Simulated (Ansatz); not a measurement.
HK (`[KH]`) at its PBE0-D4/def2-TZVP geometry, where that method's forces vanish. Charge 0, multiplicity 1.

```xyz
2

K    -0.1895    1.0414    0.3992
H     0.1895   -1.0414   -0.3992
```

**Question.** What forces (eV/Å) does ωB97M-V/def2-TZVPP give on these atoms in Ansatz 0.2.0? (An estimate is asked.)

**Answer.** Ansatz gave: 
```
K1  -0.001  0.006  0.002
H2   0.001 -0.006 -0.002
```
